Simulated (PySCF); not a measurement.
## Be³⁺ (beryllium, charge +3): PBE calculation

Configuration: 1s1, 2S determinant. Calculation: PySCF 2.14, in cc-pVTZ (4s3p2d1f, 30 functions); the non-relativistic Hamiltonian (point nucleus).

```
Total energy                                     : -7.9610 hartree
One-electron energy                              : -7.9792 hartree
Hartree (Coulomb) energy                         : 1.2005 hartree
Exchange-correlation energy                      : -1.1824 hartree
Kinetic energy                                   : 7.44344 hartree
⟨S²⟩                                             : 0.7500
⟨L²⟩                                             : 0.000
Sum of ⟨r⟩                                       : 0.3922 bohr
Sum of ⟨r²⟩                                      : 0.2198 bohr²
Density at the nucleus (Gaussians lack the cusp) : 18.4 bohr⁻³
Spin density at the nucleus                      : 18.4 bohr⁻³
Langevin diamagnetic susceptibility              : -0.174 ×10⁻⁶ cm³/mol
Time after the integrals                         : 0.04 s of wall time on 1 thread of Intel(R) Xeon(R) 6975P-C (shared host)
```

```
shell  electrons  mean orbital energy (eV)  rms radius, mean of both spins (bohr)
 1s α          1                   -192.84                                  0.469
```

For one electron the Hartree and exchange-correlation energies should cancel; what remains is the self-interaction error.
